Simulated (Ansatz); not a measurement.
Ansatz (a quantum-chemistry and plane-wave program) input (MP2/STO-3G):

Ansatz 0.2 input:
```yaml
crystal:
  periodic: [false, false, false]
  atoms:
    - {symbol: Al, position_ang: [-0.15526539, -0.72569440, -0.28210757]}
    - {symbol: C, position_ang: [0.39017292, 1.03799155, 0.41475884]}
    - {symbol: H, position_ang: [-0.08535335, 1.20433579, 1.38767278]}
    - {symbol: H, position_ang: [0.02484031, 1.82089132, -0.25900463]}
    - {symbol: H, position_ang: [1.46645436, 1.16248934, 0.53339726]}
    - {symbol: H, position_ang: [-1.72852874, -0.98163855, -0.48322008]}
basis:
  gaussian:
    orbitals: STO-3G
magnetization: {spin_polarized: true, initial_magnetization: 1}
correlation: {method: mp2, electrons: outside_noble_gas}
```

### Question
What final total energy does it give?

### Answer
-278.75035 Eh.
